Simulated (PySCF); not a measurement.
# Dipole response of Sn²⁺ (tin, charge +2)

[Kr] 4d10 5s2, closed-shell 1S. Calculation: PySCF 2.14, in x2c-TZVPPall with one added diffuse shell each of s, p, d, f type (9s7p5d3f, 76 functions); scalar relativity by spin-free X2C-1e. Coupled (time-dependent) response in atomic units; α is the mean over directions.

```tsv
method	mean α (bohr³)	C₆ (like pair)	S(−4)
UHF	17.74	102.0	134.9
PBE	14.77	82.56	87.71
PBE0	15.45	86.81	97.79
BLYP	14.39	79.99	82.67
```

S(−4) is the Cauchy moment in α(ω) = α(0) + S(−4) ω² + …

α(iu) at UHF:

```tsv
u (hartree)	α(iu) (bohr³)
0	17.74
0.0500	17.41
0.100	16.50
0.200	13.75
0.300	10.96
0.500	7.131
0.750	4.754
1.00	3.545
1.50	2.344
2.00	1.726
3.00	1.073
5.00	0.5268
```

For an ion, C₆ is the dispersion term alone; charge-induced terms of lower order in 1/R come first.
